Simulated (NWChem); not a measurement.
System: C4H4N, doublet; SMILES C1=C[N]C=C1

Here is an NWChem input.

```
start job
memory heap 200 mb stack 900 mb global 1100 mb
geometry units angstroms noautosym nocenter noautoz
  C      0.688982     0.979917    -0.013661
  C      1.065936    -0.438201    -0.020837
  N     -0.002549    -1.264665    -0.000029
  C     -1.067741    -0.434031     0.020799
  C     -0.685143     0.982652     0.013672
  H      1.372391     1.837948    -0.025108
  H      2.092418    -0.839166    -0.042766
  H     -2.095845    -0.830870     0.042747
  H     -1.365168     1.843398     0.025161
end
basis spherical
  * library pcj-1
end
dft
  odft
  mult 2
  xc xpbe96 cpbe96
  iterations 150
  semidirect filesize 400000000
end
property
  hyperfine
end
task dft property
```

Excerpt of the output:

```
             Northwest Computational Chemistry Package (NWChem) 7.3.0
             --------------------------------------------------------

                             Geometry "geometry" -> ""
                             -------------------------

 Output coordinates in angstroms (scale by  1.889725989 to convert to a.u.)

  No.       Tag          Charge          X              Y              Z
 ---- ---------------- ---------- -------------- -------------- --------------
    1 C                    6.0000     0.68898200     0.97991700    -0.01366100
    2 C                    6.0000     1.06593600    -0.43820100    -0.02083700
    3 N                    7.0000    -0.00254900    -1.26466500    -0.00002900
    4 C                    6.0000    -1.06774100    -0.43403100     0.02079900
    5 C                    6.0000    -0.68514300     0.98265200     0.01367200
    6 H                    1.0000     1.37239100     1.83794800    -0.02510800
    7 H                    1.0000     2.09241800    -0.83916600    -0.04276600
    8 H                    1.0000    -2.09584500    -0.83087000     0.04274700
    9 H                    1.0000    -1.36516800     1.84339800     0.02516100

 Effective nuclear repulsion energy (a.u.)     149.8018417222

  pbe96 is a nonlocal functional; adding pw91lda local functional.
                              NWChem Property Module
                              ----------------------

  itol2e modified to match energy
  convergence criterion.

                                 NWChem DFT Module
                                 -----------------

 Summary of "ao basis" -> "ao basis" (spherical)
 ------------------------------------------------------------------------------
       Tag                 Description            Shells   Functions and Types
 ---------------- ------------------------------  ------  ---------------------
 C                           pcj-1                  11       27   5s4p2d
 N                           pcj-1                  11       27   5s4p2d
 H                           pcj-1                   6       10   4s2p

  itol2e modified to match energy
  convergence criterion.

            General Information
            -------------------
          SCF calculation type: DFT
          Wavefunction type:  spin polarized.
          No. of atoms     :     9
          No. of electrons :    35
           Alpha electrons :    18
            Beta electrons :    17
          Charge           :     0
          Spin multiplicity:     2
          Use of symmetry is: off; symmetry adaption is: off
          Maximum number of iterations: 150
          AO basis - number of functions:   175
                     number of shells:    79
          Convergence on energy requested:  1.00D-07
          Convergence on density requested:  1.00D-05
          Convergence on gradient requested:  5.00D-04

              XC Information
              --------------
          PerdewBurkeErnzerhof Exchange Functional  1.000
            Perdew 1991 LDA Correlation Functional  1.000 local
           PerdewBurkeErnz. Correlation Functional  1.000 non-local

             Grid Information
             ----------------
          Grid used for XC integration:  fine
          Radial quadrature: Mura-Knowles
          Angular quadrature: Lebedev.
          Tag              B.-S. Rad. Rad. Pts. Rad. Cut. Ang. Pts.
          ---              ---------- --------- --------- ---------
          C                   0.70       70          10.0       590
          N                   0.65       70          10.0       590
          H                   0.35       60          12.0       590
          Grid pruning is: on
          Number of quadrature shells:   590
          Spatial weights used:  Erf1

      Superposition of Atomic Density Guess
      -------------------------------------

 Sum of atomic energies:        -206.92050813

      Non-variational initial energy
      ------------------------------

 Total energy =    -210.013525
 1-e energy   =    -574.043345
 2-e energy   =     214.227978
 HOMO         =      -0.207547
 LUMO         =       0.057024

------------------------------------------------------------
EAF file 0: "./job.aoints.0" size=191889408 bytes
------------------------------------------------------------
               write      read    awrite     aread      wait
               -----      ----    ------     -----      ----
     calls:      366         0         0         0         0
   data(b): 1.92e+08  0.00e+00  0.00e+00  0.00e+00
   time(s): 0.00e+00  0.00e+00  0.00e+00  0.00e+00  0.00e+00
rate(mb/s): 0.00e+00  0.00e+00
------------------------------------------------------------

[...]

          ----------------------
          Hyperfine Interactions
          ----------------------

 Total Spin Density (Fermi Contact Term)
 ------------------ --------------------
     Atom            x         y         z       Density (a.u.)      Aiso(MHz)     Aiso(Gauss)
     1  13-C      1.30199   1.85177  -0.02582      -0.006137         -6.899641      -2.461959
     2  13-C      2.01433  -0.82808  -0.03938       0.036084         40.564909      14.474544
     3  14-N     -0.00482  -2.38987  -0.00005      -0.015539         -5.020760      -1.791529
     4  13-C     -2.01774  -0.82020   0.03930       0.036072         40.552278      14.470037
     5  13-C     -1.29473   1.85694   0.02584      -0.006115         -6.874065      -2.452833
     6   1-H      2.59344   3.47322  -0.04745      -0.002059         -9.203454      -3.284016
     7   1-H      3.95410  -1.58579  -0.08082      -0.007938        -35.482809     -12.661127
     8   1-H     -3.96057  -1.57012   0.08078      -0.007937        -35.477244     -12.659141
     9   1-H     -2.57979   3.48352   0.04755      -0.002062         -9.218789      -3.289487

           -------------------------------------------
           Anisotropic Interaction (Spin-Dipolar Term)
           -------------------------------------------

 ------------------------------------------------------------
     Atom            x         y         z
 ------------------------------------------------------------
     1  13-C      1.30199   1.85177  -0.02582

   Spin-Dipolar term (a.u.)
        xx             yy             zz             xy             xz             yz
 ------------------------------------------------------------------------------------------
      -0.070974      -0.063106       0.134080       0.003298       0.003570       0.000025

   Principal Comp. of -hf- tensor (au)            Anisotropic -hfcc- (MHz)               Anisotropic -hfcc- (Gauss)
 --------------------------------------------------------------------------------------------------------------------------
     -0.072228    -0.061914     0.134142      -9.692300    -8.308284    18.000584      -3.458448    -2.964597     6.423045

   Orientation of the principal axis of Hyperfine Tensor w.r.t absolute (molecular) frame
 --------------------------------------------------------------------------------------------------------------------------
      0.940310     0.339875     0.017407
     -0.339933     0.940450     0.000416
     -0.016229    -0.006308     0.999848

 ------------------------------------------------------------
     Atom            x         y         z
 ------------------------------------------------------------
     2  13-C      2.01433  -0.82808  -0.03938

   Spin-Dipolar term (a.u.)
        xx             yy             zz             xy             xz             yz
 ------------------------------------------------------------------------------------------
      -0.312380      -0.320161       0.632540      -0.007422       0.019214      -0.000401

   Principal Comp. of -hf- tensor (au)            Anisotropic -hfcc- (MHz)               Anisotropic -hfcc- (Gauss)
 --------------------------------------------------------------------------------------------------------------------------
     -0.308183    -0.324748     0.632931     -41.355232   -43.578077    84.933309     -14.756550   -15.549715    30.306265

   Orientation of the principal axis of Hyperfine Tensor w.r.t absolute (molecular) frame
 --------------------------------------------------------------------------------------------------------------------------
      0.850167     0.526121     0.020326
     -0.526219     0.850349    -0.000579
     -0.017588    -0.010204     0.999793

 ------------------------------------------------------------
     Atom            x         y         z
 ------------------------------------------------------------
     3  14-N     -0.00482  -2.38987  -0.00005

   Spin-Dipolar term (a.u.)
        xx             yy             zz             xy             xz             yz
 ------------------------------------------------------------------------------------------
       0.103755       0.098892      -0.202647      -0.000013      -0.006079       0.000016

   Principal Comp. of -hf- tensor (au)            Anisotropic -hfcc- (MHz)               Anisotropic -hfcc- (Gauss)
 --------------------------------------------------------------------------------------------------------------------------
      0.103876     0.098892    -0.202768       4.006250     3.814040    -7.820290       1.429527     1.360942    -2.790469

   Orientation of the principal axis of Hyperfine Tensor w.r.t absolute (molecular) frame
 --------------------------------------------------------------------------------------------------------------------------
      0.999800     0.002725     0.019828
     -0.002725     0.999996    -0.000053
     -0.019829    -0.000001     0.999803

 ------------------------------------------------------------
     Atom            x         y         z
 ------------------------------------------------------------
     4  13-C     -2.01774  -0.82020   0.03930

   Spin-Dipolar term (a.u.)
        xx             yy             zz             xy             xz             yz
 ------------------------------------------------------------------------------------------
      -0.312261      -0.320157       0.632418       0.007393       0.019230       0.000303

   Principal Comp. of -hf- tensor (au)            Anisotropic -hfcc- (MHz)               Anisotropic -hfcc- (Gauss)
 --------------------------------------------------------------------------------------------------------------------------
     -0.308121    -0.324689     0.632809     -41.346832   -43.570132    84.916964     -14.753553   -15.546880    30.300433

   Orientation of the principal axis of Hyperfine Tensor w.r.t absolute (molecular) frame
 --------------------------------------------------------------------------------------------------------------------------
      0.852175    -0.522862     0.020347
      0.522962     0.852356     0.000476
     -0.017592     0.010235     0.999793

 ------------------------------------------------------------
     Atom            x         y         z
 ------------------------------------------------------------
     5  13-C     -1.29473   1.85694   0.02584

   Spin-Dipolar term (a.u.)
        xx             yy             zz             xy             xz             yz
 ------------------------------------------------------------------------------------------
      -0.071125      -0.063205       0.134330      -0.003270       0.003577      -0.000050

   Principal Comp. of -hf- tensor (au)            Anisotropic -hfcc- (MHz)               Anisotropic -hfcc- (Gauss)
 --------------------------------------------------------------------------------------------------------------------------
     -0.072355    -0.062037     0.134392      -9.709377    -8.324795    18.034172      -3.464541    -2.970489     6.435030

   Orientation of the principal axis of Hyperfine Tensor w.r.t absolute (molecular) frame
 --------------------------------------------------------------------------------------------------------------------------
      0.941570    -0.336366     0.017410
      0.336426     0.941710    -0.000544
     -0.016212     0.006369     0.999848

 ------------------------------------------------------------
     Atom            x         y         z
 ------------------------------------------------------------
     6   1-H      2.59344   3.47322  -0.04745

   Spin-Dipolar term (a.u.)
        xx             yy             zz             xy             xz             yz
 ------------------------------------------------------------------------------------------
      -0.006735       0.012171      -0.005437       0.011046       0.000034      -0.000187

   Principal Comp. of -hf- tensor (au)            Anisotropic -hfcc- (MHz)               Anisotropic -hfcc- (Gauss)
 --------------------------------------------------------------------------------------------------------------------------
     -0.011822     0.017258    -0.005436      -6.307586     9.207928    -2.900341      -2.250700     3.285612    -1.034912

   Orientation of the principal axis of Hyperfine Tensor w.r.t absolute (molecular) frame
 --------------------------------------------------------------------------------------------------------------------------
      0.908181     0.418171     0.018411
     -0.418226     0.908342    -0.000947
     -0.017120    -0.006840     0.999830

 ------------------------------------------------------------
     Atom            x         y         z
 ------------------------------------------------------------
     7   1-H      3.95410  -1.58579  -0.08082

   Spin-Dipolar term (a.u.)
        xx             yy             zz             xy             xz             yz
 ------------------------------------------------------------------------------------------
       0.028050      -0.023820      -0.004230      -0.028756      -0.000725       0.000591

   Principal Comp. of -hf- tensor (au)            Anisotropic -hfcc- (MHz)               Anisotropic -hfcc- (Gauss)
 --------------------------------------------------------------------------------------------------------------------------
      0.040857    -0.036611    -0.004246      21.799358   -19.533664    -2.265694       7.778540    -6.970085    -0.808455

[...]
```

Level: PBE/pcJ-1, spin-unrestricted, contact and dipolar terms. The geometry was optimised at PBE-D3(BJ)/def2-SVP, spin-unrestricted. No stability test was run on the SCF state.
